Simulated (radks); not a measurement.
Results of a calculation; reference values are marked as such.
Effect of the nuclear size on the lanthanum ion La+, [Xe] 5d2. Level of theory: Dirac Kohn-Sham, exchange-only LDA, spin-unpolarised, spherical densities, finite nucleus; open shells are shared between the two j in proportion to 2j + 1; Fermi nuclear charge, rms radius 4.855 fm (a radial shooting solver on a logarithmic mesh with Libxc functionals). The rms radius is varied about that value; shifts are against it.

| rms radius (fm) | total energy shift (eV) | density at nucleus (e/bohr^3) | 1s1/2 shift (meV) | 2s1/2 shift (meV) | 4p1/2 shift (meV) | 5s1/2 shift (meV) | 5p1/2 shift (meV) | 6s1/2 (empty) shift (meV) |
|---|---|---|---|---|---|---|---|---|
| 3.8937 | -3.35 | 3.661e+05 | -1400 | -169 | 0.459 | -1.35 | 0.077 | -0.174 |
| 4.5588 | -1.10 | 3.547e+05 | -457 | -55.3 | 0.150 | -0.441 | 0.025 | -0.057 |
| 4.855 | 0 | 3.502e+05 | 0.000 | 0.000 | 0.000 | 0.000 | 0.000 | 0.000 |
| 5.3211 | 1.84 | 3.439e+05 | 765 | 92.7 | -0.251 | 0.739 | -0.042 | 0.095 |
| 5.7289 | 3.55 | 3.388e+05 | 1480 | 179 | -0.486 | 1.43 | -0.082 | 0.184 |

Slopes of the eigenvalues against <r^2> in GHz/fm^2, as finite differences over the two radii next to the reference (eigenvalue slopes, not the field-shift constants of lines): 1s1/2 39200, 2s1/2 4750, 4p1/2 -12.9, 5s1/2 37.9, 5p1/2 -2.17, 6s1/2 (empty) 4.89.
